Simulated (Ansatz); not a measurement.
The cluster Al₂Ru₃ was relaxed with PBE-D4 (def2-SVP) in Ansatz in these states: neutral quintet, neutral triplet. The geometries follow in no particular order.

In the def2 sets Ru takes a core potential; there is no spin–orbit coupling.

A:

| atom | x (Å) | y (Å) | z (Å) |
| --- | --- | --- | --- |
| Ru1 | -0.470 | 1.749 | -0.125 |
| Ru2 | -0.924 | -0.304 | -1.001 |
| Ru3 | 0.444 | -1.757 | 0.097 |
| Al4 | -0.560 | -0.049 | 1.532 |
| Al5 | 1.510 | 0.362 | -0.503 |

B:

```xyz
5

Ru    0.803    1.030    1.262
Ru    0.288   -1.229    0.813
Ru   -0.802   -1.022   -1.270
Al    1.070    0.470   -1.060
Al   -1.360    0.751    0.254
```

Judge from the bond lengths which geometry belongs to which state (an estimate).

A is the neutral triplet (Ru2–Ru3 2.278 Å, Ru1–Ru2 2.278 Å, Ru2–Al4 2.572 Å); B is the neutral quintet (Ru2–Ru3 2.361 Å, Ru1–Ru2 2.361 Å, Ru2–Al4 2.647 Å).

At PBE-D4/def2-SVP the gap within one spin of the charge 0 triplet nearly closes, so an electron or hole may be smeared out by delocalisation error. At PBE-D4/def2-SVP the charge 0 quintet is spin-contaminated (final ⟨S²⟩ up to 6.13, 6.00 for a pure state). At PBE0-D4/def2-TZVP a quintet lies 0.28 eV below the neutral triplet. These are the stationary points nearest to one start from a short search; other shapes may lie lower in each state.
